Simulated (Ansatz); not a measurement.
Input for Ansatz (a quantum-chemistry and plane-wave program): R-BHLYP/def2-TZVPPD on GeH6S (a complex). Files ending in .json are basis or fitting sets from the Basis Set Exchange.

Ansatz 0.2 input:
```yaml
crystal:
  periodic: [false, false, false]
  atoms:
    - {symbol: S, position_ang: [0.15622602, -0.37545103, -0.31384901]}
    - {symbol: H, position_ang: [0.27778211, -1.63364362, 0.13843912]}
    - {symbol: H, position_ang: [-1.17203866, -0.37163864, -0.11926021]}
    - {symbol: Ge, position_ang: [-0.00979652, 0.18848539, 3.50021549]}
    - {symbol: H, position_ang: [-0.13759747, 0.33894849, 5.02658266]}
    - {symbol: H, position_ang: [-1.01675587, -0.86828753, 3.02072129]}
    - {symbol: H, position_ang: [1.41466098, -0.26275115, 3.15253350]}
    - {symbol: H, position_ang: [-0.31478906, 1.53383120, 2.82948804]}
basis:
  gaussian:
    orbitals: def2-TZVPPD.json
hamiltonian:
  xc: {name: BHLYP}
scf: {lower_state_search: off}
```

It printed:

```
WARN ansatz: RAYON_NUM_THREADS=2 ignored (pool sized by the plan → 2); use --threads N
Functional definition: BHLYP
these checks for a lower state are left out or cut short: stability, starts, cluster_reference, orbital_swaps, neighbouring_geometries, increment
integrals: 0.13 GiB planned
1184 factors; their error is unknown
mean field: 1.14 GiB planned
mean field evaluation 1: about -67449.6695 eV, gradient 1.6e1 eV
mean field evaluation 2: about -67450.0077 eV, gradient 1.2e1 eV
mean field evaluation 4: about -67450.1659 eV, gradient 7.3e-1 eV
mean field evaluation 8: about -67450.6983 eV, gradient 3.5e-1 eV
mean field evaluation 16: about -67450.6984 eV, gradient 2.2e-6 eV
mean field -67450.69839852 eV, -2478.7674464200 hartree, gradient 2.3e-6 eV, S^2 0.000000; 0 other end points of the search recorded, 0 dependent functions left out
reference -67450.69859862 eV, -2478.7674537736 hartree; 27, 27 occupied and 180, 180 virtual orbitals, 1184 factors
Total energy: -67450.69859862 eV, -2478.7674537736 hartree
Checks for a lower state left out: stability, starts, cluster_reference, orbital_swaps, neighbouring_geometries, increment
```

The run converged.

Cost: roughly 5 core-seconds.
